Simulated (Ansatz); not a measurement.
Cartesian coordinates in Å:
```
F 1.0382 -1.3638 -1.1158
P -0.1505 -0.6667 -0.4145
F -0.7581 -1.8742 0.3361
F -1.1372 -0.5707 -1.6011
Ag 0.2781 1.2394 0.7793
Br 0.7295 3.2360 2.0160
```

Charge 0, multiplicity 1. Ag takes the def2 core potential.

**Question.** List the CAM-B3LYP/def2-TZVPP orbital energies in eV (Ansatz 0.2.0). (Estimate.)

**Answer.** Ansatz gave: Occupied: -13139.50, -2105.25, -1700.99, -1532.73, -1532.69, -1532.69, -676.38, -676.38, -676.38, -237.06, -185.96, -177.93, -177.80, -177.80, -136.00, -136.00, -135.83, -105.51, -72.28, -72.24, -72.24, -72.13, -72.13, -67.37, -67.11, -67.11, -39.00, -37.50, -37.50, -22.27, -21.64, -19.14, -19.14, -18.55, -17.16, -17.16, -16.06, -16.06, -15.58, -14.69, -12.83, -12.83, -12.34, -12.34, -11.31, -9.41, -8.54, -8.54. Lowest empty: -0.92, -0.92, 0.25, 1.63, 2.03, 2.03, 3.13, 4.55.
